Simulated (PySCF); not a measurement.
## Stretching GeF⁻

Set-up: Ge def2-TZVPPD, F def2-TZVPPD; no relativity (PySCF 2.14). Energies in eV from Ge + F⁻ in their ground configurations at the same level. All curves are PBE0. state 1: ³Σ⁻ (triplet), unpaired electrons π ↑↑; state 2: Ms = 0 determinant of mixed spin (⟨S²⟩ near 1.0), unpaired electrons π ↑↓, a mixture of terms (⟨Lz²⟩ = 2.0), a second solution, started from another occupation.

```
R (Å)  state 1  state 2
1.609   -2.170   -1.928
1.684   -2.597   -2.350
1.759   -2.819   -2.569
1.815   -2.892   -2.640
1.871   -2.909   -2.654
1.927   -2.884   -2.626
2.002   -2.806   -2.545
2.095   -2.662   -2.398
2.208   -2.455   -2.187
2.357   -2.163   -1.890
```

Problem. Put a parabola through the three lowest points of the state 1 curve and estimate Re, k and ωe (reduced mass 15.11 u; 1 eV/Å² = 0.16022 mdyn/Å; ωe = 1302.8·√(k/μ) cm⁻¹).

Solution. Through R = 1.815, 1.871, 1.927 Å the second-order coefficient is 6.70 eV/Å², so Re ≈ 1.866 Å, k ≈ 2.15 mdyn/Å and ωe ≈ 491 cm⁻¹. A polynomial fit of higher order to the unrounded PBE0 energies gives Re = 1.863 Å, k = 2.20 mdyn/Å, ωe = 497 cm⁻¹; anharmonicity and rounding make the difference.

The higher-order fit for each curve: state 1: Re = 1.863 Å, ωe = 497 cm⁻¹, De = 2.91 eV; state 2: Re = 1.859 Å, ωe = 501 cm⁻¹, minimum 2.65 eV below the ground-state fragments.

Spin–orbit coupling is left out. For an ion De counts to the pair picked by the measured ionisation energies or electron affinities, which need not be the lowest pair at this level. The highest Kohn–Sham level is positive in this anion. Much of that is self-interaction error, but it also means that the finite basis helps to hold the extra electron. The state is the lowest determinant that a PBE0 search found; another state may lie lower at other levels.
